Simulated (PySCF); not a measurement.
## SiAg: energy against distance

Set-up: PySCF, spin-free X2C with a Gaussian nucleus, basis sets Si x2c-TZVPPall, Ag x2c-TZVPPall. Energies in eV from Si + Ag (4d10 5s1) in their ground configurations at the same level. State: ²Π (doublet), unpaired electrons π ↑.

All columns are PBE0. A positive dipole means Si(−)Ag(+).

| R (Å) | E (eV) | μ (D) | Mulliken charge on Si (basis-dependent) | HOMO (eV) | LUMO (eV) | Mayer bond order | ⟨S²⟩ |
| --- | --- | --- | --- | --- | --- | --- | --- |
| 2.059 | -1.218 | 1.52 | -0.15 | -5.20 | -3.19 | 1.70 | 0.76 |
| 2.155 | -1.548 | 1.55 | -0.12 | -5.21 | -3.17 | 1.57 | 0.76 |
| 2.250 | -1.725 | 1.54 | -0.11 | -5.22 | -3.16 | 1.46 | 0.76 |
| 2.322 | -1.786 | 1.51 | -0.10 | -5.24 | -3.15 | 1.39 | 0.76 |
| 2.394 | -1.802 | 1.48 | -0.10 | -5.25 | -3.15 | 1.32 | 0.76 |
| 2.466 | -1.784 | 1.43 | -0.09 | -5.27 | -3.15 | 1.27 | 0.76 |
| 2.562 | -1.721 | 1.36 | -0.09 | -5.29 | -3.15 | 1.20 | 0.76 |
| 2.681 | -1.599 | 1.25 | -0.08 | -5.32 | -3.16 | 1.14 | 0.76 |
| 2.825 | -1.417 | 1.12 | -0.07 | -5.37 | -3.18 | 1.09 | 0.77 |
| 3.016 | -1.150 | 0.91 | -0.05 | -5.33 | -3.22 | 1.02 | 0.79 |

A fit through these points gives, at Re = 2.388 Å, μ = 1.48 D and dμ/dR = -0.576 D/Å; the reduced mass is 22.17 u.

How strong is the fundamental in the double-harmonic approximation, I = 42.26·(dμ/dR)²/μred km/mol?

I = 42.26·(-0.576)²/22.17 = 0.632 km/mol at PBE0.

These are scalar-relativistic numbers at best; spin–orbit coupling would shift them, the dissociation energy most. The state is the lowest single determinant that the PBE0 search found; with open d or f shells the true ground state can be another one.
